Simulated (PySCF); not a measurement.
BH₃N, multiplicity 2. Atoms are numbered in the order given.

```xyz
5

B      0.2179     0.8296     0.0000
N     -0.0294    -0.5250     0.0000
H     -0.6245     1.6772     0.0000
H     -0.9582    -0.9287     0.0000
H      0.6993    -1.2215     0.0000
```
Charge 0, spin multiplicity 2.

Coordinates come from a r2SCAN-D4/def2-TZVP optimisation. The isomer is the one that the SMILES or the coordinates give; other isomers of the formula were not compared.

Method: M06-2X/def2-TZVPD (PySCF).

Mulliken values depend strongly on the basis, most of all with diffuse functions as here. ESP charges are fitted to the potential on shells at 1.4 to 2.0 van der Waals radii. Atomic charges (e):

```csv
atom,ESP fit,Mulliken,meta-Löwdin,Mulliken spin
B1,___,-0.23,-0.07,0.99
N2,___,-0.36,-0.43,-0.06
H3,___,0.01,0.01,0.04
H4,___,0.28,0.24,0.03
H5,___,0.29,0.25,0.00
```

Question: Fill in the missing entries. (Estimate from the structure and the level; the computed values follow.)

Answer: 
- B1, ESP fit: -0.14
- N2, ESP fit: -0.54
- H3, ESP fit: 0.06
- H4, ESP fit: 0.31
- H5, ESP fit: 0.30
